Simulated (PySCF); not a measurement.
Compound: cis-Zr(NH3)2Br4 (singlet state).
Cartesian coordinates in Å at the PBE0-D3(BJ)/def2-SVP level; atoms count from 1:
```xyz
13
Br4H6N2Zr angstrom
Zr    -0.753    0.149   -0.741
N     -0.608   -0.115    1.649
H     -1.561    0.041    1.985
H     -0.016    0.575    2.111
H     -0.338   -1.055    1.942
Br    -0.453    0.420   -3.227
N      1.639   -0.120   -0.633
H      1.936   -0.193   -1.609
H      1.958   -0.968   -0.164
H      2.110    0.693   -0.236
Br    -3.237    0.413   -0.424
Br    -0.055    2.534   -0.039
Br    -0.591   -2.426   -0.592
```

The calculation used PySCF, PBE0-D3(BJ)/def2-SVP geometry optimisation, gas phase, def2 core potentials past Kr.

**Question.** Which atoms are bound to Zr1, and at what distances?

**Answer.** 6 atoms: N7 2.409 Å, N2 2.409 Å, Br11 2.518 Å, Br6 2.518 Å, Br12 2.582 Å, Br13 2.585 Å. The nearest atom not counted as bound is H8, at 2.85 Å (others tie with it).

**Question.** List the angles at Zr1.

**Answer.** 
```csv
angle,degrees,distance of the outer atoms (Å)
N7–Zr1–Br11,170.2,4.91
N2–Zr1–Br6,169.7,4.91
Br12–Zr1–Br13,152.6,5.02
Br6–Zr1–Br11,103.3,3.95
Br11–Zr1–Br13,99.1,3.88
Br6–Zr1–Br13,99.0,3.88
Br6–Zr1–Br12,97.9,3.85
Br11–Zr1–Br12,97.8,3.84
N2–Zr1–Br11,86.9,3.39
Br6–Zr1–N7,86.5,3.38
N2–Zr1–N7,83.3,3.20
N2–Zr1–Br13,80.2,3.22
N7–Zr1–Br13,79.9,3.21
N7–Zr1–Br12,79.8,3.20
N2–Zr1–Br12,79.4,3.19
```

**Question.** Describe the arrangement about Zr1 in numbers.

**Answer.** The three widest angles are 170.2°, 169.7° and 152.6°, the others run from 79.4° to 103.3°. The Zr–Br distances aren't all alike: 2.518 to 2.585 Å.

**Question.** What are the other bond lengths?

**Answer.** N2–H3 and 5 like bonds 1.021 Å.

**Question.** What are the rotational constants (commonest isotopes, rigid rotor)?

**Answer.** A = 402.9, B = 327.9, C = 296.0 MHz: an asymmetric top.

Charge 0, singlet. No frequency check.
